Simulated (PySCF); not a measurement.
**C₆ coefficients of unlike pairs at UHF**

Calculated with PySCF 2.14 from the dipole response of each species, C₆(A,B) = (3/π) ∫ α_A(iu) α_B(iu) du, in atomic units, from isotropic polarisabilities. For ions this is the dispersion term alone; charge-induced terms of lower order in 1/R come first.

```json
{"species": "Cu²⁺", "configuration": "[Ar] 3d9 (2D)", "basis": "aug-cc-pwCVTZ-PP with ECP10MDF (8s8p7d4f3g)", "relativity": "core potential", "α (bohr³)": "2.388", "C₆ (like pair)": "6.313"}
{"species": "Fe²⁺", "configuration": "[Ar] 3d6 (5D)", "basis": "aug-cc-pVDZ-DK (7s6p4d2f)", "relativity": "spin-free X2C", "α (bohr³)": "3.186", "C₆ (like pair)": "8.977"}
{"species": "Tl²⁺", "configuration": "[Xe] 4f14 5d10 6s1 (2S)", "basis": "aug-cc-pwCVTZ-DK3 (11s10p8d5f1g)", "relativity": "spin-free X2C", "α (bohr³)": "14.58", "C₆ (like pair)": "89.01"}
{"species": "Ar⁺", "configuration": "[Ne] 3s2 3p5 (2P)", "basis": "def2-QZVPPD (10s7p5d2f1g)", "relativity": "none", "α (bohr³)": "6.783", "C₆ (like pair)": "30.42"}
```

Problem. Estimate C₆ for Tl²⁺ with Fe²⁺.

Solution. The integral gives 27.32. The combination rule 2 C_A C_B / (C_A α_B/α_A + C_B α_A/α_B) gives 26.40 and the geometric mean 28.27.

No spin-orbit coupling is included.

The other pairs:

```json
{"pair": "Fe²⁺, Cu²⁺", "C₆": "7.493"}
{"pair": "Tl²⁺, Cu²⁺", "C₆": "22.32"}
{"pair": "Ar⁺, Fe²⁺", "C₆": "16.10"}
{"pair": "Ar⁺, Cu²⁺", "C₆": "13.15"}
{"pair": "Ar⁺, Tl²⁺", "C₆": "51.39"}
```
